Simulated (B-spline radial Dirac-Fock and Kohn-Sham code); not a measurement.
Model: independent-particle rates on relativistic LDA orbitals of the hole state (multipoles up to L = 3, Coulomb Auger matrix elements, transition energies from Dirac-Fock). Program: a radial B-spline solver.

Problem. A single inner-shell vacancy in a neutral atom gives this computed emission spectrum. Which element, which hole, and which lines?

| energy (eV) | relative intensity |
| --- | --- |
| 2954.9 | 2.7 |
| 3108.8 | 0.0 |
| 3317.7 | 100.0 |
| 3612.0 | 0.6 |
| 3719.0 | 10.6 |
| 3728.5 | 0.1 |

Solution. Cadmium (Z = 48), hole in L2 (2p1/2). In order of rising energy the lines are Lη (L2-M1), L2-M3, Lβ1 (L2-M4), Lγ5 (L2-N1), Lγ1 (L2-N4), L2-O1.
